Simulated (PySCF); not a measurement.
**Polarisability and C₆ of Ga (gallium, neutral)**

[Ar] 3d10 4s1 4p2, high-spin 4P determinant (an excited configuration). Computed with PySCF 2.14 in aug-cc-pVDZ-DK (6s5p3d, 36 functions), with scalar relativity by spin-free X2C-1e. Coupled (time-dependent) response in atomic units; α is the mean over directions. A double-zeta set is small for polarisabilities.

```
method  mean α (bohr³)         α xx, yy, zz  C₆ (like pair)  S(−4)
   UHF           52.32  42.66, 57.15, 57.15           461.2   1204
   PBE           57.82  43.10, 65.17, 65.17           509.9   1762
  PBE0           55.00  42.24, 61.39, 61.39           481.2   1496
  MN15           49.18  39.75, 53.89, 53.89           407.4   1186
```

S(−4) is the Cauchy moment in α(ω) = α(0) + S(−4) ω² + …

Spin-orbit coupling is absent.

α(iu) at PBE0:

```csv
u (hartree),α(iu) (bohr³)
0,55.00
0.0500,51.57
0.100,43.90
0.200,28.74
0.300,18.92
0.500,9.493
0.750,5.000
1.00,3.061
1.50,1.476
2.00,0.8630
3.00,0.3981
5.00,0.1479
```

A single London oscillator, α(iu) = α/(1 + u²/ω²), gives C₆ = (3/4) ω α². Matching the computed C₆ needs ω = 4 × 481.2 / (3 × 55.00²) = 0.212 hartree.

The components differ because the open shell of this determinant is not spherical; for a pure term their mean is the scalar polarisability.
